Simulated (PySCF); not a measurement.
A structure optimised at B3LYP-D3(BJ)/def2-SVP, used in a PySCF frequency run:

```
B
C 1 1.5584
H 2 1.1000 1 112.72
H 2 1.1000 3 110.13 1 -126.83
H 2 1.1074 3 106.80 4 -115.62
Br 1 1.9234 2 120.88 3 -153.89
Br 1 1.9234 2 120.88 3 28.45
```
Charge 0, spin multiplicity 1.

Task: Write its SMILES, formula and point group.

Result: CB(Br)Br, CH3BBr2, Cs

Task: What are its rotational constants (standard atomic weights)?

Result: 4.9297, 1.1524, 0.93949 GHz
